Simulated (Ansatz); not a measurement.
Reaction (formal exchange of groups at a B–S bond): `C#CSB[SiH2]C` + CH₃OH → `B[SiH2]C` + `C#CSCO`

Isolated molecules relaxed with PBE0-D4/def2-TZVP in Ansatz; ΔE leaves out vibrations. CCSD(T)/CBS adds triple-zeta CCSD(T) − MP2 to the extrapolated MP2 energy (def2 sets, frozen cores). This one scheme is used for every species. Each species was taken in one conformer, which may not be the lowest.

`C#CSB[SiH2]C`:

Z-matrix (Å, degrees):
```
B
Si 1 2.017
C 1 1.785 2 119.5
C 1 1.795 2 107.3 3 -42.7
S 1 2.008 2 110.6 3 55.4
H 1 1.195 2 126.0 3 -172.3
C 2 1.878 1 112.7 3 -9.0
H 2 1.493 1 110.0 3 -131.5
H 2 1.495 1 109.2 3 112.3
H 4 1.068 1 132.1 2 -68.3
H 7 1.092 2 110.9 1 -60.6
H 7 1.092 2 110.6 1 179.4
H 7 1.092 2 111.0 1 59.5
```

CH₃OH:

```xyz
6

C    -0.145   -0.038    0.323
O     0.160    0.603   -0.894
H    -0.768    0.648    0.898
H     0.752   -0.262    0.914
H    -0.709   -0.968    0.176
H     0.710    0.017   -1.418
```

`B[SiH2]C`:

Cartesian coordinates in Å:
```
B -0.740 -1.448 0.895
Si 0.599 -0.297 -0.065
C -0.015 1.384 -0.626
H -1.852 -1.094 1.160
H -0.426 -2.550 1.240
H 1.109 -1.067 -1.241
H 1.762 -0.126 0.861
H -0.361 1.973 0.227
H 0.775 1.946 -1.129
H -0.851 1.279 -1.321
```

`C#CSCO`:

Cartesian coordinates in Å:
```
C -1.995 1.330 -0.591
C -0.908 1.189 -0.092
S 0.594 1.056 0.637
C 1.148 -0.566 0.002
O 0.415 -1.653 0.449
H -2.955 1.448 -1.035
H 1.082 -0.551 -1.084
H 2.203 -0.598 0.304
H 0.414 -1.656 1.411
```

| level | ΔE (kJ/mol) |
| --- | --- |
| MP2/def2-TZVPP | 131.6 |
| HF/def2-QZVPP | 26.4 |

Problem. What does CCSD(T)/CBS give? (An estimate is asked.)

Solution. Ansatz gave: +106.3 kJ/mol. The listed levels differ from it by 25.3, -79.9 kJ/mol.

Largest T1 diagnostic among the species: 0.013.

From BLYP to BHLYP (50 % exact exchange), in def2-TZVPP and without D4, ΔE moves by −7.5 kJ/mol. The D4 term adds +12.2 kJ/mol with B3LYP and +6.7 kJ/mol with PBE0; it sums over pairs of atoms, weighted by their polarisabilities, and B3LYP, whose exchange is more repulsive, gets the larger term. In def2-TZVPP, CCSD(T) changes the Hartree–Fock value by +80.2 kJ/mol (the triples alone add +15.2 kJ/mol) and MP2 by +105.7 kJ/mol.

B3LYP here is the variant with VWN-RPA as its local correlation; programs differ in this.
